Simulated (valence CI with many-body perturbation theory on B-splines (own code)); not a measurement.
**E1 transitions of Re⁴⁴⁺**

Level of theory: relativistic CI+MBPT: three valence electrons over a frozen Dirac-Fock core [Ar] 3d10, radial functions for each j: 11 s, 11 p, 9 d, 7 f, 5 g, 2 h, 1 i, with the one-electron correlation potential Σ1, the two-electron term Σ2, the three-electron term Σ3, Breit, model QED; selected CI, second order for the rest (own B-spline code, finite nucleus).

No measured spectrum was set against this ion. As an estimate, large intervals hold to a few tenths of a per cent, small ones and those within an open d or f shell to about a per cent.

Lines 101 to 150 of 273 in falling wavelength, among levels below 611.77 eV, chosen from the strongest by gf and those to the six lowest levels. Wavelengths and rates use the calculated energies. Electric multipoles are in the length gauge, E1 and E2 with the static RPA response of the core. Weak lines are less certain than strong ones. Lines between different terms over intervals too small for the method are left out, as are lines whose strength nearly cancels. The highest levels of a list are the least certain.

Levels are named by their leading jj configuration (3d3/2^4 stands for four electrons in 3d with j = 3/2), which in mixed levels can hold well under half, so a name can repeat and another be missing. Letters in brackets count levels of one name in rising energy.

```csv
λ vac (nm),Upper,Lower,A (s⁻¹),S (a.u.) with core polarisation,S without
6.569,(4p1/2 4p3/2 4d5/2) J=1/2,(4p1/2 4p3/2^2) J=3/2,1.01e+11,2.83e-02,2.99e-02
6.569,(4s 4p1/2 4f5/2) J=3/2,(4s 4p1/2 4d3/2) J=3/2 [b],4.79e+10,2.68e-02,2.82e-02
6.559,(4p1/2 4p3/2 4d5/2) J=5/2 [b],(4p1/2 4p3/2^2) J=3/2,7.93e+11,6.62e-01,7.00e-01
6.547,(4s 4p1/2 4d5/2) J=5/2 [b],(4s 4p1/2 4p3/2) J=5/2,1.29e+11,1.07e-01,1.13e-01
6.546,(4p1/2 4p3/2 4d5/2) J=5/2 [b],(4p1/2 4p3/2^2) J=5/2,9.98e+10,8.29e-02,8.77e-02
6.537,(4p1/2 4p3/2 4d3/2) J=7/2,(4s 4p1/2 4d5/2) J=7/2,3.43e+10,3.78e-02,4.01e-02
6.532,(4s 4p1/2 4d5/2) J=3/2,(4s 4p1/2 4p3/2) J=5/2,3.60e+10,1.98e-02,2.10e-02
6.529,(4s 4p1/2 4f5/2) J=3/2,(4s 4p1/2 4d3/2) J=1/2,8.66e+10,4.76e-02,5.00e-02
6.479,(4s 4p1/2 4p3/2) J=3/2 [a],(4s^2 4p1/2) J=1/2,3.25e+09,1.75e-03,1.85e-03
6.469,(4p1/2 4p3/2 4d3/2) J=5/2 [a],(4s 4p1/2 4d3/2) J=3/2 [b],3.94e+10,3.16e-02,3.32e-02
6.437,(4p1/2 4p3/2 4d3/2) J=5/2 [b],(4s 4p1/2 4d5/2) J=3/2,6.30e+10,4.97e-02,5.25e-02
6.350,(4p1/2 4p3/2 4d3/2) J=3/2 [a],(4s 4p1/2 4d3/2) J=1/2,9.92e+10,5.01e-02,5.29e-02
6.338,(4s 4p1/2 4f7/2) J=5/2,(4s 4p1/2 4d3/2) J=3/2 [b],5.90e+10,4.44e-02,4.70e-02
6.319,(4p1/2 4p3/2 4d5/2) J=7/2 [a],(4s 4p1/2 4d5/2) J=5/2 [b],6.41e+10,6.38e-02,6.75e-02
6.315,(4s 4p3/2 4d5/2) J=7/2 [b],(4s 4p3/2^2) J=5/2,9.09e+11,9.04e-01,9.56e-01
6.264,(4s 4p1/2 4d5/2) J=5/2 [b],(4s 4p1/2 4p3/2) J=3/2 [a],1.91e+10,1.39e-02,1.47e-02
6.256,(4s 4p3/2 4d5/2) J=5/2 [a],(4s^2 4d5/2) J=5/2,3.23e+11,2.34e-01,2.48e-01
6.250,(4s 4p1/2 4d5/2) J=3/2,(4s 4p1/2 4p3/2) J=3/2 [a],1.35e+11,6.50e-02,6.89e-02
6.203,(4s 4p1/2 4f5/2) J=5/2 [a],(4s 4p1/2 4d3/2) J=3/2 [a],1.31e+11,9.24e-02,9.71e-02
6.182,(4s 4p1/2 4f7/2) J=7/2 [a],(4s 4p1/2 4d3/2) J=5/2,4.42e+10,4.12e-02,4.35e-02
6.165,(4p1/2 4p3/2 4d5/2) J=3/2 [a],(4s 4p1/2 4d5/2) J=3/2,3.73e+11,1.73e-01,1.83e-01
6.159,(4s 4p3/2^2) J=5/2,(4s^2 4p3/2) J=3/2,4.93e+11,3.41e-01,3.61e-01
6.155,(4s 4p3/2 4d5/2) J=3/2 [b],(4s 4p3/2^2) J=5/2,2.13e+11,9.80e-02,1.04e-01
6.150,(4p1/2 4p3/2 4d5/2) J=7/2 [a],(4s 4p1/2 4d5/2) J=7/2,5.19e+10,4.76e-02,5.05e-02
6.131,(4s 4p3/2 4d5/2) J=3/2 [a],(4s^2 4d5/2) J=5/2,1.45e+11,6.60e-02,7.00e-02
6.112,(4p1/2 4p3/2 4d5/2) J=5/2 [a],(4s 4p1/2 4d5/2) J=5/2 [b],3.47e+11,2.34e-01,2.48e-01
6.109,(4p1/2 4p3/2^2) J=3/2,(4s 4p1/2 4p3/2) J=1/2,5.89e+11,2.65e-01,2.81e-01
6.100,(4s 4p1/2 4f5/2) J=3/2,(4s 4p1/2 4d3/2) J=5/2,7.08e+10,3.17e-02,3.36e-02
6.084,(4p1/2 4p3/2 4d3/2) J=5/2 [b],(4s 4p1/2 4d5/2) J=5/2 [a],4.13e+10,2.75e-02,2.92e-02
6.068,(4p1/2 4p3/2 4d5/2) J=9/2,(4s 4p1/2 4d5/2) J=7/2,3.47e+11,3.82e-01,4.05e-01
6.046,(4p1/2 4p3/2^2) J=5/2,(4s 4p1/2 4p3/2) J=3/2 [b],4.71e+11,3.08e-01,3.26e-01
6.041,(4s 4p3/2 4d5/2) J=7/2 [a],(4s^2 4d5/2) J=5/2,2.93e+11,2.55e-01,2.70e-01
6.038,(4s 4p3/2 4d5/2) J=5/2 [b],(4s 4p3/2^2) J=5/2,2.40e+11,1.56e-01,1.66e-01
6.035,(4p1/2 4p3/2^2) J=3/2,(4s 4p1/2 4p3/2) J=3/2 [b],1.49e+11,6.48e-02,6.86e-02
6.014,(4p1/2 4p3/2 4d3/2) J=5/2 [a],(4s 4p1/2 4d3/2) J=5/2,1.66e+11,1.07e-01,1.13e-01
6.004,(4s 4p3/2 4d3/2) J=3/2 [b],(4s^2 4d3/2) J=3/2,3.83e+11,1.63e-01,1.73e-01
5.990,(4p1/2 4p3/2 4d5/2) J=7/2 [a],(4s 4p1/2 4d5/2) J=5/2 [a],5.09e+11,4.32e-01,4.58e-01
5.968,(4s 4p1/2 4f7/2) J=7/2 [b],(4s 4p1/2 4d3/2) J=5/2,1.90e+11,1.59e-01,1.68e-01
5.953,(4p1/2 4p3/2 4d5/2) J=5/2 [a],(4s 4p1/2 4d5/2) J=7/2,7.81e+10,4.88e-02,5.18e-02
5.951,(4p1/2 4p3/2^2) J=1/2,(4s 4p1/2 4p3/2) J=1/2,1.50e+11,3.12e-02,3.31e-02
5.943,(4p1/2 4p3/2 4d3/2) J=3/2 [a],(4s 4p1/2 4d3/2) J=5/2,5.37e+10,2.22e-02,2.36e-02
5.928,(4p1/2 4p3/2 4d3/2) J=3/2 [b],(4s 4p1/2 4d3/2) J=3/2 [b],8.37e+10,3.44e-02,3.65e-02
5.917,(4s 4p1/2 4f5/2) J=5/2 [b],(4s 4p1/2 4d3/2) J=3/2 [a],2.21e+11,1.35e-01,1.43e-01
5.896,(4p1/2 4p3/2 4d3/2) J=3/2 [b],(4s 4p1/2 4d3/2) J=1/2,1.75e+11,7.08e-02,7.50e-02
5.887,(4p3/2^3) J=3/2,(4s 4p3/2^2) J=3/2,1.28e+12,5.17e-01,5.48e-01
5.880,(4p1/2 4p3/2^2) J=1/2,(4s 4p1/2 4p3/2) J=3/2 [b],5.48e+11,1.10e-01,1.17e-01
5.848,(4s 4p1/2 4p3/2) J=3/2 [b],(4s^2 4p1/2) J=1/2,3.98e+11,1.57e-01,1.67e-01
5.841,(4p1/2^2 4p3/2) J=3/2,(4s 4p1/2^2) J=1/2,2.61e+11,1.03e-01,1.09e-01
5.841,(4p1/2 4p3/2 4d5/2) J=3/2 [a],(4s 4p1/2 4d5/2) J=5/2 [a],1.44e+11,5.68e-02,6.02e-02
5.835,(4p1/2 4p3/2 4d3/2) J=5/2 [b],(4s 4p1/2 4d3/2) J=3/2 [b],4.41e+11,2.59e-01,2.75e-01
```
